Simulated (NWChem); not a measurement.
System: GeSiH5OCl; SMILES O[Si@H](Cl)[GeH3]

Here is an NWChem input.

```
start job
memory heap 200 mb stack 900 mb global 1100 mb
geometry units angstroms noautosym nocenter noautoz
  O     -1.925542     1.088323    -0.314390
  Si    -0.497341     0.707426     0.437569
  Cl     1.035788     1.956584    -0.212791
  Ge     0.199315    -1.516430    -0.050802
  H     -1.975747     0.945925    -1.264733
  H     -0.725155     0.975465     1.879243
  H     -0.835937    -2.540608     0.449904
  H      1.559537    -1.821647     0.597692
  H      0.335072    -1.674006    -1.577445
end
basis spherical
  O library def2-svp
  Si library def2-svp
  Cl library def2-svp
  Ge library def2-svp
  H library def2-svp
end
dft
  xc xpbe96 cpbe96
  iterations 150
end
property
  efieldgrad
end
task dft property
```

Excerpt of the output:

```
             Northwest Computational Chemistry Package (NWChem) 7.3.0
             --------------------------------------------------------

                             Geometry "geometry" -> ""
                             -------------------------

 Output coordinates in angstroms (scale by  1.889725989 to convert to a.u.)

  No.       Tag          Charge          X              Y              Z
 ---- ---------------- ---------- -------------- -------------- --------------
    1 O                    8.0000    -1.92554200     1.08832300    -0.31439000
    2 Si                  14.0000    -0.49734100     0.70742600     0.43756900
    3 Cl                  17.0000     1.03578800     1.95658400    -0.21279100
    4 Ge                  32.0000     0.19931500    -1.51643000    -0.05080200
    5 H                    1.0000    -1.97574700     0.94592500    -1.26473300
    6 H                    1.0000    -0.72515500     0.97546500     1.87924300
    7 H                    1.0000    -0.83593700    -2.54060800     0.44990400
    8 H                    1.0000     1.55953700    -1.82164700     0.59769200
    9 H                    1.0000     0.33507200    -1.67400600    -1.57744500

 Effective nuclear repulsion energy (a.u.)     420.8719074685

  pbe96 is a nonlocal functional; adding pw91lda local functional.
                              NWChem Property Module
                              ----------------------

  itol2e modified to match energy
  convergence criterion.

                                 NWChem DFT Module
                                 -----------------

 Summary of "ao basis" -> "ao basis" (spherical)
 ------------------------------------------------------------------------------
       Tag                 Description            Shells   Functions and Types
 ---------------- ------------------------------  ------  ---------------------
 O                          def2-svp                 6       14   3s2p1d
 Si                         def2-svp                 8       18   4s3p1d
 Cl                         def2-svp                 8       18   4s3p1d
 Ge                         def2-svp                12       32   5s4p3d
 H                          def2-svp                 3        5   2s1p

  itol2e modified to match energy
  convergence criterion.

            General Information
            -------------------
          SCF calculation type: DFT
          Wavefunction type:  closed shell.
          No. of atoms     :     9
          No. of electrons :    76
           Alpha electrons :    38
            Beta electrons :    38
          Charge           :     0
          Spin multiplicity:     1
          Use of symmetry is: off; symmetry adaption is: off
          Maximum number of iterations: 150
          AO basis - number of functions:   107
                     number of shells:    49
          Convergence on energy requested:  1.00D-07
          Convergence on density requested:  1.00D-05
          Convergence on gradient requested:  5.00D-04

              XC Information
              --------------
          PerdewBurkeErnzerhof Exchange Functional  1.000
            Perdew 1991 LDA Correlation Functional  1.000 local
           PerdewBurkeErnz. Correlation Functional  1.000 non-local

             Grid Information
             ----------------
          Grid used for XC integration:  fine
          Radial quadrature: Mura-Knowles
          Angular quadrature: Lebedev.
          Tag              B.-S. Rad. Rad. Pts. Rad. Cut. Ang. Pts.
          ---              ---------- --------- --------- ---------
          O                   0.60       70          12.0       590
          Si                  1.10      123          10.0       770
          Cl                  1.00      123          12.0       770
          Ge                  1.25      140          10.0       974
          H                   0.35       60          12.0       590
          Grid pruning is: on
          Number of quadrature shells:   756
          Spatial weights used:  Erf1

[...]

          -----------------------
          Electric field gradient
          -----------------------

 1 a.u. = 0.324123 10**(16) esu/cm**3  ( or statvolts/cm**2 ) = 0.97174 10**(22) v/m**2

 ------------------------------------------------------------
   Atom      X         Y         Z
 ------------------------------------------------------------
    1 O   -3.63875   2.05663  -0.59411
 ------------------------------------------------------------

 Electric field gradient in molecular frame (a.u.)
         XX             YY             ZZ             XY             XZ             YZ
 ------------------------------------------------------------------------------------------
        0.177534       0.995397      -1.172931       0.188854      -0.535417      -0.167960

 Principal components (a.u.) and orientation
 of principal axis w.r.t. absolute frame                      Asymmetry parameter eta
 --------------------------------------------------------------------------------------
       -1.363447       1.075877       0.287570                       0.578172

        0.323391       0.281866       0.903311
        0.041422       0.949474      -0.311100
        0.945359      -0.138024      -0.295375

 ------------------------------------------------------------
   Atom      X         Y         Z
 ------------------------------------------------------------
    2 Si  -0.93984   1.33684   0.82689
 ------------------------------------------------------------

 Electric field gradient in molecular frame (a.u.)
         XX             YY             ZZ             XY             XZ             YZ
 ------------------------------------------------------------------------------------------
       -0.296482       0.015194       0.281288      -0.225977      -0.024043       0.231969

 Principal components (a.u.) and orientation
 of principal axis w.r.t. absolute frame                      Asymmetry parameter eta
 --------------------------------------------------------------------------------------
        0.442143      -0.427136      -0.015007                       0.932117

       -0.193424       0.851162      -0.487965
        0.545458       0.506701       0.667630
        0.815514      -0.137029      -0.562281

 ------------------------------------------------------------
   Atom      X         Y         Z
 ------------------------------------------------------------
    3 Cl   1.95736   3.69741  -0.40212
 ------------------------------------------------------------

 Electric field gradient in molecular frame (a.u.)
         XX             YY             ZZ             XY             XZ             YZ
 ------------------------------------------------------------------------------------------
       -0.592636      -0.074539       0.667175      -1.255481       0.576515       0.601859

 Principal components (a.u.) and orientation
 of principal axis w.r.t. absolute frame                      Asymmetry parameter eta
 --------------------------------------------------------------------------------------
       -1.884053       1.039708       0.844344                       0.103694

        0.730275      -0.304207       0.611683
        0.609385       0.694787      -0.381995
       -0.308784       0.651712       0.692765

 ------------------------------------------------------------
   Atom      X         Y         Z
 ------------------------------------------------------------
    4 Ge   0.37665  -2.86564  -0.09600
 ------------------------------------------------------------

 Electric field gradient in molecular frame (a.u.)
         XX             YY             ZZ             XY             XZ             YZ
 ------------------------------------------------------------------------------------------
       -0.040936       0.146341      -0.105405      -0.086925      -0.006274       0.055427

 Principal components (a.u.) and orientation
 of principal axis w.r.t. absolute frame                      Asymmetry parameter eta
 --------------------------------------------------------------------------------------
        0.190314      -0.119730      -0.070584                       0.258241

       -0.350396      -0.220277       0.910330
        0.919197      -0.267381       0.289109
        0.179720       0.938075       0.296167

 ------------------------------------------------------------
   Atom      X         Y         Z
 ------------------------------------------------------------
    5 H   -3.73362   1.78754  -2.39000
 ------------------------------------------------------------

 Electric field gradient in molecular frame (a.u.)
         XX             YY             ZZ             XY             XZ             YZ
 ------------------------------------------------------------------------------------------
        0.225820       0.234538      -0.460358       0.002228      -0.045791      -0.105391

 Principal components (a.u.) and orientation
 of principal axis w.r.t. absolute frame                      Asymmetry parameter eta
 --------------------------------------------------------------------------------------
       -0.478861       0.253382       0.225479                       0.058270

        0.063695       0.338599       0.938772
        0.145653       0.927456      -0.344400
        0.987283      -0.158672      -0.009756

 ------------------------------------------------------------
   Atom      X         Y         Z
 ------------------------------------------------------------
    6 H   -1.37034   1.84336   3.55125
 ------------------------------------------------------------

 Electric field gradient in molecular frame (a.u.)
         XX             YY             ZZ             XY             XZ             YZ
 ------------------------------------------------------------------------------------------
        0.069319       0.068946      -0.138265       0.005502       0.030597      -0.037469

[...]
```

Level: PBE/def2-SVP. Geometry: optimised at PBE0/def2-SVP. NWChem prints the field gradient with the sign opposite to the second derivative of the potential.
